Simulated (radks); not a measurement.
The numbers below are computed, except where a source is named.
Polarisability of the nitrogen ion N4+, [He] 2s1, at imaginary frequency. Level of theory: scalar-relativistic Kohn-Sham, LDA (Slater exchange, Perdew-Wang correlation), spin-polarised, spherical densities, finite nucleus; open shells are filled with parallel spins first; Fermi nuclear charge, rms radius 2.5582 fm (a radial shooting solver on a logarithmic mesh with Libxc functionals). Response by self-consistent Sternheimer equations with the Hartree and adiabatic LDA kernel, the relativistic mass of each level held fixed and spin-orbit coupling left out.

w (hartree),alpha1(iw) (bohr^3),alpha2(iw) (bohr^5)
0.00266,1.577,0.5144
0.0143,1.575,0.5144
0.0360,1.564,0.5143
0.0697,1.531,0.5139
0.118,1.452,0.5129
0.186,1.301,0.5107
0.280,1.069,0.5061
0.413,0.7877,0.4967
0.605,0.5204,0.4779
0.892,0.3169,0.4412
1.35,0.1837,0.3737
2.12,0.1015,0.2668
3.59,0.05022,0.1412
6.94,0.02003,0.04786
17.5,0.005463,0.008430

Static values: alpha1 = 1.577 bohr^3 (0.2337 angstrom^3; uncoupled 1.857), alpha2 = 0.5144 bohr^5, alpha3 = 0.8599 bohr^7. C6 = 0.7984, C8 = 2.317, triple-dipole C9 = 0.9102 atomic units. One-pole (London) frequency 4 C6 / (3 alpha1^2) = 0.428 hartree, against 3.272 for minus the highest occupied eigenvalue.
